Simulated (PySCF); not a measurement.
Mg(OH)(SMe) (CH4MgOS), SMILES C[S][Mg][OH]. Atoms are numbered in the order given.

```xyz
8

Mg     0.1302    -1.0377     0.0000
O     -0.2989    -2.7437     0.0000
H     -0.4406    -3.6839     0.0000
S      0.6775     1.1985     0.0000
C     -0.9541     2.0335     0.0000
H     -1.5439     1.7970    -0.8969
H     -0.7592     3.1148     0.0000
H     -1.5439     1.7970     0.8969
```
Charge 0, spin multiplicity 1.

The structure is a stationary point at PBE0-D3(BJ)/def2-SVP. Other conformers were not sampled.

These are C-PCM-ωB97X/def2-SVP (PySCF) values and carry that method's errors.

The values are the electrostatic part of the solvation free energy, E(continuum) − E(gas) at the gas-phase geometry, in a cavity of scaled van der Waals radii (PySCF's table); cavitation and dispersion terms are not included. A continuum can't describe solvent molecules that bind to the metal. In vacuum the orbital gap is 9.31 eV. The dipole moment in vacuum is 1.78 D.

| solvent | ε | ΔG(elec) (kcal/mol) | dipole (D) | gap (eV) |
|---|---|---|---|---|
| water | 78.36 | -13.9 | 2.63 | 9.89 |
| acetonitrile | 35.69 | -13.7 | 2.61 | 9.88 |
| toluene | 2.37 | -7.7 | 2.22 | 9.62 |
